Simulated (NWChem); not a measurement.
System: Si2H4OCl2; SMILES O[Si]([SiH3])(Cl)Cl

```xyz
9

O      0.0004     0.1123     1.9693
Si     0.0000     0.0595     0.3051
Si     0.0012    -2.1704    -0.3828
Cl    -1.6748     1.0447    -0.4532
Cl     1.6732     1.0471    -0.4537
H      0.0024     0.9996     2.3740
H     -1.2307    -2.8608     0.1303
H      0.0027    -2.1845    -1.8849
H      1.2325    -2.8602     0.1326
```
Atoms are numbered in this order, from 1.

All runs: NWChem. Pople sets run with spherical d functions. All runs use the structure optimised with PBE-D3(BJ)/def2-SVP. Total energies compare along this basis series because the functional is fixed.

| level | basis functions | energy (Ha) | highest occupied level (eV) | orbital gap (eV) | dipole (D) | relative time |
|---|---|---|---|---|---|---|
| Hartree-Fock/STO-3G | 45 | -1556.6823 | -9.45 | 16.55 | 2.80 | 1 |
| Hartree-Fock/3-21G | 69 | -1566.2808 | -11.68 | 14.40 | 1.98 | 1 |
| Hartree-Fock/6-31G* | 94 | -1574.1259 | -11.53 | 14.66 | 1.23 | 5 |
| Hartree-Fock/6-31+G* | 114 | -1574.1314 | -11.59 | 12.93 | 1.04 | 8 |
| Hartree-Fock/6-311G** | 146 | -1574.2519 | -11.62 | 14.42 | 1.20 | 6 |
| Hartree-Fock/6-311++G** | 170 | -1574.2585 | -11.58 | 12.74 | 0.97 | 10 |

Times are rough ratios from one shared machine.
